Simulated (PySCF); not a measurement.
C4H4Cl2, SMILES C1C(=C(Cl)C1)Cl. Heavy atoms are numbered as in [Cl:1][C:2]1=[C:3]([Cl:4])[CH2:5][CH2:6]1. Hydrogens are named by the atom that carries them.

Geometry optimised at B3LYP-D3(BJ)/def2-SVP.

Method: PySCF with PBE0/def2-TZVP.

ESP charges are fitted to the potential on shells at 1.4 to 2.0 van der Waals radii. Atomic charges (e), one atom of each kind:

```
atom      Löwdin  ESP fit  Mulliken  meta-Löwdin
--------  ------  -------  --------  -----------
Cl1          ___    -0.07     -0.07        -0.02
C2           ___     0.04     -0.03        -0.03
C5 (CH2)     ___    -0.21     -0.13        -0.20
H on C5      ___     0.12      0.12         0.12
```

Q: Complete the blanks. (Estimate from the structure and the level; the computed values follow.)

A: 
- Cl1, Löwdin: 0.41
- C2, Löwdin: -0.49
- C5 (CH2), Löwdin: -0.20
- H on C5, Löwdin: 0.14

Q: Give the Mayer and Wiberg (Löwdin basis) orders of the bonds. (Estimate from the structure and the level; the computed values follow.)

A: 
```csv
bond,Mayer,Wiberg
Cl1–C2,1.16,1.78
C2–C3,1.65,1.85
C3–Cl4,1.16,1.78
C3–C5,1.05,1.18
C2–C6,1.05,1.18
C5–C6,1.07,1.11
```
